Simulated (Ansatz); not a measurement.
Ansatz (an electronic-structure program) input (CCSD(T)/def2-TZVPP):

Ansatz 0.2 input:
```yaml
crystal:
  periodic: [false, false, false]
  atoms:
    - {symbol: Nb, position_ang: [0.03971092, -0.22164606, -0.28796394]}
    - {symbol: O, position_ang: [-0.09299880, -1.68847787, 0.59015981]}
    - {symbol: O, position_ang: [0.67179075, 1.40826608, 0.54612301]}
    - {symbol: O, position_ang: [-0.78231043, 1.41614784, 0.33953235]}
basis:
  gaussian:
    orbitals: def2-TZVPP
magnetization: {spin_polarized: true, initial_magnetization: 1}
correlation: {method: ccsd_t, electrons: outside_noble_gas}
```

End of the output:

```
mean field evaluation 448: about -7641.8492 eV, gradient 1.5e1 eV
mean field evaluation 480: about -7645.1663 eV, gradient 9.9e-1 eV
mean field evaluation 512: about -7645.5069 eV, gradient 3.4e-1 eV
mean field evaluation 544: about -7645.7849 eV, gradient 4.1e-1 eV
mean field evaluation 576: about -7644.3994 eV, gradient 5.1e-1 eV
mean field evaluation 608: about -7643.8184 eV, gradient 1.8e0 eV
mean field evaluation 640: about -7642.6503 eV, gradient 1.2e1 eV
mean field evaluation 672: about -7643.3953 eV, gradient 2.7e-2 eV
mean field evaluation 704: about -7642.9633 eV, gradient 2.0e-3 eV
mean field evaluation 736: about -7643.6694 eV, gradient 2.0e0 eV
mean field evaluation 768: about -7642.8429 eV, gradient 2.9e-3 eV
mean field evaluation 800: about -7640.6245 eV, gradient 2.9e1 eV
mean field evaluation 832: about -7643.1307 eV, gradient 2.5e-1 eV
mean field evaluation 864: about -7644.0981 eV, gradient 2.1e-1 eV
mean field evaluation 896: about -7644.1085 eV, gradient 3.4e-1 eV
mean field evaluation 928: about -7644.1364 eV, gradient 6.4e-1 eV
mean field evaluation 960: about -7643.1750 eV, gradient 2.7e-3 eV
mean field evaluation 992: about -7643.0321 eV, gradient 4.4e0 eV
mean field evaluation 1024: about -7640.6304 eV, gradient 1.0e1 eV
mean field evaluation 1056: about -7640.7109 eV, gradient 2.3e1 eV
mean field evaluation 1088: about -7643.1753 eV, gradient 1.5e-1 eV
mean field -7646.38795960 eV, -280.9995746075 hartree, gradient 4.9e-6 eV, S^2 0.767116; 31 other end points of the search recorded, 0 dependent functions left out
determinant -7646.38795960 eV, -280.9995746075 hartree, with singles and doubles -7669.82685819 eV, -281.8609382433 hartree
determinant -7645.78533882 eV, -280.9774287023 hartree, with singles and doubles -7669.08400810 eV, -281.8336390057 hartree
determinant -7645.50449764 eV, -280.9671079790 hartree, with singles and doubles -7669.32501392 eV, -281.8424958064 hartree
determinant -7644.88020447 eV, -280.9441656284 hartree, with singles and doubles -7667.64411982 eV, -281.7807240875 hartree
determinant -7644.47515916 eV, -280.9292804879 hartree, with singles and doubles -7667.39056007 eV, -281.7714059386 hartree
determinant -7644.45952189 eV, -280.9287058287 hartree, with singles and doubles -7667.39504592 eV, -281.7715707907 hartree
determinant -7643.94235364 eV, -280.9097002460 hartree, with singles and doubles -7666.79981291 eV, -281.7496963808 hartree
determinant -7643.39563798 eV, -280.8896088161 hartree, with singles and doubles -7666.22752426 eV, -281.7286651609 hartree
determinant -7643.26872208 eV, -280.8849447428 hartree, with singles and doubles -7665.18490996 eV, -281.6903497919 hartree
determinant -7643.19123665 eV, -280.8820972057 hartree, with singles and doubles -7664.86563769 eV, -281.6786167525 hartree
determinant -7643.17502850 eV, -280.8815015674 hartree, with singles and doubles -7664.83921239 eV, -281.6776456408 hartree
determinant -7643.16537454 eV, -280.8811467907 hartree, with singles and doubles -7665.26252364 eV, -281.6932020421 hartree
determinant -7643.07870825 eV, -280.8779618632 hartree, with singles and doubles -7664.84471460 eV, -281.6778478432 hartree
determinant -7642.96330069 eV, -280.8737207136 hartree, with singles and doubles -7666.00394358 eV, -281.7204487224 hartree
determinant -7646.38795960 eV, -280.9995746075 hartree, with singles and doubles -7669.77098642 eV, -281.8588849933 hartree
determinant -7645.50449764 eV, -280.9671079790 hartree, with singles and doubles -7669.24257522 eV, -281.8394662402 hartree
7 core orbitals not correlated
reference -7646.38795960 eV, -280.9995746075 hartree; 12, 11 occupied and 130, 131 virtual orbitals, 1002 factors
second order -24.38841413 eV of doubles, -0.00000000 eV of singles
coupled cluster: 1.62 GiB planned
cycle   1  -23.38302676 eV  change    4.9e-8 eV  update   3.7e-6
perturbative correction -1.44993764 eV, -0.0532842253 hartree
Total energy: -7671.22092400 eV, -281.9121692168 hartree
```

The spin state was set by rule; other spins were not relaxed.
